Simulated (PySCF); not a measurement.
Compound: C3H5FGeO.
Numbering: `[O:1]=[C:2]1[CH2:3][C@H:4]([F:5])[GeH2:6]1` (hydrogens: H7, H8 on C3; H9 on C4; H10, H11 on Ge6)

Method: PySCF 2.14.0, PBE0-D3(BJ)/def2-SVP geometry optimisation, gas phase.

Q: What internal coordinates does the optimisation give?

A: 
| bond | length (Å) |
| --- | --- |
| O1=C2 | 1.192 |
| C2–C3 | 1.533 |
| C3–C4 | 1.536 |
| C4–F5 | 1.372 |
| C4–Ge6 | 2.012 |
| C2–Ge6 | 2.038 |
| C3–H7 | 1.103 |
| C3–H8 | 1.106 |
| C4–H9 | 1.102 |
| Ge6–H10 | 1.538 |
| Ge6–H11 | 1.539 |

A selection of angles:
| angle | degrees |
| --- | --- |
| O1–C2–C3 | 129.0 |
| O1–C2–Ge6 | 139.2 |
| C3–C2–Ge6 | 91.6 |
| C2–C3–C4 | 102.2 |
| C2–C3–H7 | 112.9 |
| C2–C3–H8 | 108.3 |
| C4–C3–H7 | 116.8 |
| C4–C3–H8 | 108.9 |
| H7–C3–H8 | 107.4 |
| C3–C4–F5 | 112.8 |
| C3–C4–Ge6 | 92.5 |
| C3–C4–H9 | 112.6 |
| F5–C4–Ge6 | 115.7 |
| F5–C4–H9 | 108.5 |
| Ge6–C4–H9 | 114.2 |
| C4–Ge6–H10 | 113.5 |
| C4–Ge6–H11 | 118.8 |
| C2–Ge6–C4 | 72.3 |
| C2–Ge6–H10 | 117.1 |
| C2–Ge6–H11 | 119.0 |
| H10–Ge6–H11 | 111.2 |

Dihedral angles: O1–C2–C3–C4 165° (antiperiplanar); C2–C3–C4–F5 130° (anticlinal); C3–C4–Ge6–C2 -8° (synperiplanar); O1–C2–Ge6–C4 -166° (antiperiplanar).

The 4-membered ring C2–C3–C4–Ge6 has internal angles of 72.3° to 102.2° (sum 358°, against 360° for a flat polygon); it is slightly puckered (a soft mode that the optimisation may not have finished), 0.07 Å rms from its mean plane, widest ring torsion 11°. The C–Ge distances run from 2.012 Å (C4–Ge6, drawn single) to 2.038 Å (C2–Ge6, drawn single), a spread of 0.026 Å. Ge6 (germanium bonded to 2 C and 2 H) has angles from 72.3° to 119.0°.

Point group: C1 (no symmetry element, even within 0.4 Å). PBE0-D3(BJ)/def2-SVP frequencies: not computed here. The numbers are those of one conformer.
